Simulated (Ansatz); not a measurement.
H₁₂Si₅, SMILES `[SiH3][SiH2][SiH2][SiH2][SiH3]`. The species carries charge 0 and has multiplicity 1. Geometry: relaxed with PBE0-D4/def2-TZVP. It is one conformer, not always the lowest.

```xyz
17

Si    1.568   -1.736   -1.242
Si    1.096    0.534   -1.545
Si   -1.175    0.921   -1.142
Si   -1.738   -0.032    0.919
Si   -0.224    0.684    2.550
H     1.259   -2.126    0.160
H     2.999   -2.035   -1.516
H     0.725   -2.554   -2.155
H     1.471    0.956   -2.924
H     1.900    1.333   -0.578
H    -1.987    0.313   -2.234
H    -1.454    2.384   -1.108
H    -1.664   -1.515    0.799
H    -3.128    0.335    1.312
H     1.150    0.248    2.180
H    -0.559    0.122    3.886
H    -0.239    2.169    2.638
```

(1) What is the dipole moment at r2SCAN/def2-TZVPP? (Best estimate.)

(2) And with PBE, B3LYP, ωB97M-V? (Best estimate.)

(3) Give the Mulliken charges with r2SCAN, PBE, ωB97M-V in def2-TZVPP. (Best estimate.)

## Answers

(1) Computed: 0.09 D, with components (-0.06, 0.05, -0.06) D in this frame, pointing from negative to positive charge.

(2) The calculation gave: PBE 0.10 D, B3LYP 0.12 D, ωB97M-V 0.12 D.

(3) Ansatz gave: 
```csv
atom,r2SCAN,PBE,ωB97M-V
Si1,0.18,0.11,0.05
Si2,0.12,0.08,0.00
Si3,0.13,0.09,0.02
Si4,0.12,0.08,0.00
Si5,0.18,0.11,0.05
H6,-0.06,-0.04,-0.02
H7,-0.06,-0.04,-0.01
H8,-0.06,-0.04,-0.01
H9,-0.07,-0.05,-0.01
H10,-0.06,-0.04,0.00
H11,-0.06,-0.04,-0.01
H12,-0.06,-0.04,-0.01
H13,-0.06,-0.04,0.00
H14,-0.07,-0.05,-0.01
H15,-0.06,-0.04,-0.02
H16,-0.06,-0.04,-0.01
H17,-0.06,-0.04,-0.01
```

B3LYP here is the variant with VWN-RPA as its local correlation; programs differ in this.
